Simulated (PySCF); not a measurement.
C₂H₃F₂, SMILES FC([CH2])F, multiplicity 2. Atoms are numbered in the order given.

```xyz
7

C      1.3511    -0.2981     0.2356
C     -0.1200    -0.1370     0.3011
F     -0.7215    -0.7390    -0.7768
F     -0.4533     1.1820     0.2554
H      1.9263     0.3911    -0.3869
H      1.8259    -1.1900     0.6479
H     -0.5660    -0.5771     1.2115
```
Charge 0, spin multiplicity 2.

Coordinates come from a B3LYP-D3(BJ)/def2-SVP optimisation. The isomer is the one that the SMILES or the coordinates give; other isomers of the formula were not compared.

These are PBE/pcH-1 in PySCF values and carry that method's errors.

Unrestricted Kohn–Sham, ⟨S²⟩ = 0.753. Hyperfine tensors hold the contact and dipolar terms, without spin-orbit corrections.

Computed hyperfine couplings:
```
nucleus    A(iso) (MHz)  A(iso) (G)  dipolar principal values (MHz)
---------  ------------  ----------  ------------------------------
13C no. 1          89.6        32.0             -81.4, -81.2, 162.6
13C no. 2         -25.0        -8.9                  -2.6, 0.9, 1.7
19F no. 3         228.3        81.5           -112.7, -107.2, 219.9
19F no. 4          19.3         6.9              -44.8, -34.4, 79.2
1H no. 5          -60.8       -21.7               -37.0, -1.9, 39.0
1H no. 6          -62.0       -22.1               -37.2, -1.8, 39.0
1H no. 7           15.6         5.6                -6.9, -3.3, 10.2
```

Problem. And the g tensor (effective nuclear charges for spin-orbit coupling, GIAO)? (The exact figures need the calculation; the answer reports its results.)

Solution. principal values 2.0021, 2.0022, 2.0028; isotropic 2.0024.
